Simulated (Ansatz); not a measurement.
Gas-phase electronic energies from Ansatz, PBE0-D4/def2-TZVP geometries. CCSD(T)/CBS adds triple-zeta CCSD(T) − MP2 to the extrapolated MP2 energy (def2 sets, frozen cores). This one scheme is used for every species. DFT in def2-TZVPP. B3LYP here is the variant with VWN-RPA as its local correlation; programs differ in this. For Ge outer-core shells are correlated without core-valence functions, which leaves a few kJ/mol of doubt a bond. Scalar relativity is left out up to krypton. One conformer a species, not always the lowest.

Reaction (cleavage of the Si–Ge bond): `N[SiH2][GeH2][SH]` + `N[Si](O)(Cl)Cl` → `N[SiH2]O[Si](N)(Cl)Cl` + `[SH][GeH3]`

| level | ΔE (kJ/mol) | difference from CCSD(T)/CBS |
| --- | --- | --- |
| r2SCAN-D4 | -115.5 | 2.7 |
| PBE0-D4 | -106.1 | 12.1 |
| B3LYP-D4 | -120.5 | -2.3 |
| ωB97M-V | -121.7 | -3.5 |
| B2PLYP | -120.4 | -2.2 |
| PBE | -93.9 | 24.3 |
| B3LYP | -115.1 | 3.1 |
| MP2/def2-TZVPP | -123.3 | -5.1 |
| CCSD(T)/def2-TZVPP | -120.0 | -1.8 |
| CCSD/CBS(def2) | -120.7 | -2.5 |
| CCSD(T)/CBS | -118.2 | 0 |

Largest T1 diagnostic among the species: 0.011.

The D4 term adds −5.4 kJ/mol with B3LYP and −3.5 kJ/mol with PBE0; it sums over pairs of atoms, weighted by their polarisabilities, and B3LYP, whose exchange is more repulsive, gets the larger term. From PBE to PBE0 (25 % exact exchange), in def2-TZVPP and without D4, ΔE moves by −8.7 kJ/mol. In def2-TZVPP, CCSD(T) changes the Hartree–Fock value by +21.2 kJ/mol (the triples alone add +2.4 kJ/mol) and MP2 by +17.9 kJ/mol.
